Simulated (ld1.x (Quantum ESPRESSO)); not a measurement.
Bi: excitation energies, all-electron against TM semilocal

```json
{
 "Element": "bismuth (Bi)",
 "Generator": "ld1.x (Quantum ESPRESSO) 7.5",
 "Type": "norm-conserving Troullier–Martins (semilocal form)",
 "Functional": "PBE",
 "Relativity": "scalar-relativistic",
 "Frozen core": "[Xe] 4f14",
 "Valence charge": "15",
 "Reference configuration": "5d10 6s2 6p3",
 "Partial waves": "6s (bound): rc 1.75 bohr; 6p (bound): rc 2.35 bohr; 5d (bound): rc 1.75 bohr",
 "Local potential": "the d channel",
 "Core correction": "none"
}
```

Energies are relative to the spin-unpolarised reference configuration 5d10 6s2 6p3; without spin polarisation the order of configurations can differ from experiment.

| valence configuration | charge | ΔE all-electron (eV) | error AE − PS (meV) |
| --- | --- | --- | --- |
| 5d10 6s2 6p2 | +1 | 7.913 | -2.7 |
| 5d10 6s2 6p1 | +2 | 23.160 | -6.4 |
| 5d10 6s2 6p0 | +3 | 46.502 | -11 |
| 5d10 6s1 6p0 | +4 | 91.907 | +29 |
| 5d10 6s0 6p5 | 0 | 20.501 | -11 |

Problem. What are ΔE and the potential's error for 5d10 6s1 6p3?

Solution. ΔE = 18.731 eV all-electron; the error (AE − PS) is -0.3 meV.

Problem. What are ΔE and the potential's error for 5d9 6s2 6p3?

Solution. ΔE = 33.322 eV all-electron; the error (AE − PS) is -89 meV.

Levels in the configuration 5d9 6s2 6p3:

| level | all-electron (eV) | pseudo (eV) |
| --- | --- | --- |
| 5d | -39.901 | -40.045 |
| 6s | -24.364 | -24.335 |
| 6p | -12.820 | -12.758 |
